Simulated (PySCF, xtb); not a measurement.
B(F)(SeH)2 (BFH2Se2), SMILES B([SeH])(F)[SeH]. Other conformers were not sampled.

Harmonic wavenumbers (cm⁻¹) from xtb 6.7.1 with GFN2-xTB at its own minimum, in rising order: 131, 249, 276, 295, 345, 377, 622, 687, 762, 1194, 2041, 2089.

**Question.** What does B3LYP-D3(BJ)/def2-SVP (PySCF) give at its own minimum? (The exact figures need the calculation; the answer reports its results.)

**Answer.** 145, 240, 273, 326, 377, 461, 675, 745, 908, 1297, 2409, 2418. Paired by order, the mean absolute difference is 102 cm⁻¹ and the zero-point energies are 13.0 and 14.7 kcal/mol.
